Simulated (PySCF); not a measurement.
Computed shifts of a molecule C4H6ClF, HF/pcSseg-1 run with PySCF, GIAO, gas phase, atoms alike by connectivity averaged where their shifts nearly agree, in ppm (number of nuclei): ¹⁹F: -152.6 (1). ¹³C: 87.1 (1), 58.4 (1), 25.9 (1), 24.4 (1). ¹H: 4.63 (1), 4.16 (1), 2.51 (1), 2.49 (1), 2.15 (1), 1.73 (1). References: ¹⁹F against CFCl3 (σ = 238.5 ppm); ¹³C against TMS (σ = 192.6 ppm); ³⁵Cl against HCl (σ = 958.2 ppm); ¹H against TMS (σ = 31.99 ppm), references at their B3LYP-D3(BJ)/def2-TZVP geometries, non-relativistic (without spin–orbit terms, shifts of atoms bonded to Cl or Br come out too high). Geometry optimised at B3LYP-D3(BJ)/def2-SVP. One conformer was computed; it need not be the lowest.

**Question.** Pick the molecule that these values belong to.
(A) F[C@@H]1CC[C@H]1Cl
(B) C[C@@H]1[C@H](F)[C@@H]1Cl
(C) F/C=C/CCCl
(D) C/C(F)=C(\C)Cl

**Answer.** A, F[C@@H]1CC[C@H]1Cl
